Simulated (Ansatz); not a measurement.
Relaxation of CH3BClNO (8 atoms, charge 0, multiplicity 1), to a largest force component of 0.015 eV/Å in at most 40 steps.

Method: Ansatz 0.2.0, RKS PBE0/STO-3G.

```xyz
8
Properties=species:S:1:pos:R:3:forces:R:3
N -0.230 1.641 0.781 -0.12 6.30 2.74
C -0.329 0.399 0.777 0.10 -3.40 -3.56
B -0.044 -0.459 -0.515 0.82 -4.05 -0.20
O -0.014 -1.905 -0.425 -3.26 4.36 -1.28
Cl 0.440 0.323 -2.127 -0.54 -0.26 1.21
H -0.033 2.239 -0.076 0.12 -1.39 -0.74
H -0.563 -0.110 1.700 -0.21 -0.48 1.06
H 0.864 -2.185 -0.172 3.09 -1.09 0.77
```

Q: Where does it end, and by what steps?

A: The run converged. Limits of this set-up: minimal basis. After 8 steps the energy has fallen by 1.800 eV; H8 moved furthest, 0.81 Å.

```
step  energy less start (eV)  largest force component (eV/Å)  accepted
   0                  0.0000                           6.302       yes
   1                 -0.7018                           1.712       yes
   2                 -0.8991                           2.971       yes
   3                 -1.2127                           3.504       yes
   4                 -1.6625                           1.134       yes
   5                 -1.7064                           0.872       yes
   6                 -1.7979                           0.224       yes
   7                 -1.7990                           0.111       yes
   8                 -1.8000                           0.015       yes
```

```xyz
8
Properties=species:S:1:pos:R:3
N -0.443 1.782 0.743
C -0.337 0.472 0.831
B 0.166 -0.491 -0.294
O 0.226 -1.820 -0.093
Cl 0.657 0.239 -1.874
H -0.107 2.027 -0.251
H -0.641 0.032 1.798
H 0.570 -2.298 -0.916
```

Whether the end is a true minimum wasn't checked by a vibrational analysis.

Run time: 44 s on 1 thread of Intel(R) Xeon(R) Processor @ 2.50GHz (Skylake/Cascade Lake) (shared host), peak memory 0.18 GiB.
